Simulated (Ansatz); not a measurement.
Reaction (redistribution): `C[SiH](N)NC#N` + `O[SiH2][AlH2]` → `C[SiH](N)[AlH2]` + `N#CN[SiH2]O`

Calculated with Ansatz (gas phase, PBE0-D4/def2-TZVP geometries, no zero-point term in ΔE). CCSD(T)/CBS adds triple-zeta CCSD(T) − MP2 to the extrapolated MP2 energy (def2 sets, frozen cores). Functionals use def2-TZVPP. Each species was taken in one conformer, which may not be the lowest.

| level | ΔE (kJ/mol) |
| --- | --- |
| ωB97M-V | 12.8 |
| SCS-MP2/def2-TZVPP | 10.1 |
| MP2/def2-QZVPP | 11.0 |
| HF/CBS(def2) | 12.9 |

(1) What does CCSD(T)/CBS give? (An estimate is asked.)

Largest T1 diagnostic among the species: 0.013.

Results:

(1) Ansatz gave: +11.8 kJ/mol. The listed levels differ from it by 1.0, -1.7, -0.8, 1.1 kJ/mol.
